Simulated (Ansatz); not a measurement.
C2H3Cl3Ge⁺, that is Ge(vinyl)Cl3 with one electron fewer. The state is a doublet with charge 1. Geometry PBE0-D4/def2-SVP, that of the neutral singlet.

Cartesian coordinates in Å:
```
Ge 1.105 0.493 0.172
C -0.722 -0.022 0.436
C -1.382 -0.754 -0.463
H -1.200 0.316 1.363
H -0.909 -1.094 -1.390
H -2.426 -1.042 -0.303
Cl 1.847 -0.315 -1.672
Cl 2.363 -0.207 1.759
Cl 1.324 2.624 0.097
```

At PBE-D4/def2-TZVP the gap within one spin of the charge 1 doublet nearly closes, so an electron or hole may be smeared out by delocalisation error.

Problem. Estimate the α-spin orbital energies around the gap (eV) in Ansatz with PBE-D4/def2-TZVP, PBE0-D4/def2-TZVP.

Solution. 
```csv
orbital,PBE-D4/def2-TZVP,PBE0-D4/def2-TZVP
HOMO−5,-13.63,-14.78
HOMO−4,-13.47,-14.71
HOMO−3,-13.23,-14.52
HOMO−2,-13.22,-14.38
HOMO−1,-13.14,-14.21
HOMO,-12.88,-14.01
LUMO,-7.87,-7.59
LUMO+1,-7.33,-6.13
LUMO+2,-5.59,-4.59
LUMO+3,-4.86,-3.84
LUMO+4,-4.17,-3.25
LUMO+5,-3.36,-2.78
β HOMO,-12.74,-13.81
β LUMO,-12.75,-12.53
```
